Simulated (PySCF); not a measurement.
C3H7Si, SMILES C1C[SiH]C1 (connectivity only; charge and spin as stated), charge +1, multiplicity 1.

Geometry optimised at PBE-D3(BJ)/def2-SVP. The spin state was assumed, not searched. The isomer is the one that the SMILES or the coordinates give; other isomers of the formula were not compared.

Calculation: PBE-D3(BJ)/def2-SVP (PySCF).

Frequencies are harmonic and unscaled.

A small imaginary wavenumber (i) marks a very flat motion, where grid noise or a shallow saddle decides the sign.

| mode | ν (cm⁻¹) | IR (km/mol) | Raman (Å⁴/amu) | depolarisation | moving atoms (share of kinetic energy) |
|---|---|---|---|---|---|
| 1 | 18i | 0.6 | 0.7 | 0.75 | H 67 %, C 29 % |
| 2 | 242 | 0.1 | 1.1 | 0.75 | H 95 % |
| 3 | 371 | 0.0 | 1.1 | 0.75 | H 82 %, C 18 % |
| 4 | 514 | 27.2 | 17.4 | 0.33 | Si 47 %, C 45 %, H 9 % |
| 5 | 600 | 0.4 | 15.9 | 0.75 | H 71 %, C 26 % |
| 6 | 665 | 30.6 | 0.0 | – | H 79 %, C 15 % |
| 7 | 781 | 3.4 | 10.1 | 0.10 | C 63 %, H 31 % |
| 8 | 784 | 88.7 | 0.0 | – | H 39 %, Si 33 %, C 29 % |
| 9 | 834 | 11.0 | 0.5 | 0.74 | H 68 %, C 25 % |
| 10 | 878 | 4.0 | 20.6 | 0.10 | C 76 %, H 21 % |
| 11 | 885 | 0.0 | 0.6 | 0.75 | H 99 % |
| 12 | 943 | 7.5 | 1.7 | 0.75 | C 80 %, H 19 % |
| 13 | 1041 | 5.2 | 4.1 | 0.75 | H 77 %, C 22 % |
| 14 | 1085 | 31.3 | 2.9 | 0.45 | H 61 %, C 39 % |
| 15 | 1119 | 4.9 | 0.6 | 0.75 | H 72 %, C 27 % |
| 16 | 1175 | 0.0 | 8.1 | 0.75 | H 94 % |
| 17 | 1227 | 1.9 | 2.5 | 0.75 | H 72 %, C 27 % |
| 18 | 1284 | 92.6 | 6.5 | 0.75 | H 92 % |
| 19 | 1309 | 2.6 | 36.0 | 0.52 | H 92 % |
| 20 | 1404 | 3.2 | 6.2 | 0.70 | H 92 %, C 8 % |
| 21 | 2160 | 37.8 | 281.4 | 0.26 | H 96 % |
| 22 | 2980 | 61.8 | 21.0 | 0.75 | H 94 % |
| 23 | 2986 | 16.4 | 297.3 | 0.08 | H 94 % |
| 24 | 3026 | 0.1 | 158.3 | 0.75 | H 91 %, C 9 % |
| 25 | 3026 | 35.6 | 5.0 | 0.75 | H 91 %, C 9 % |
| 26 | 3029 | 0.4 | 146.4 | 0.11 | H 95 % |
| 27 | 3099 | 3.5 | 86.0 | 0.75 | H 90 %, C 10 % |
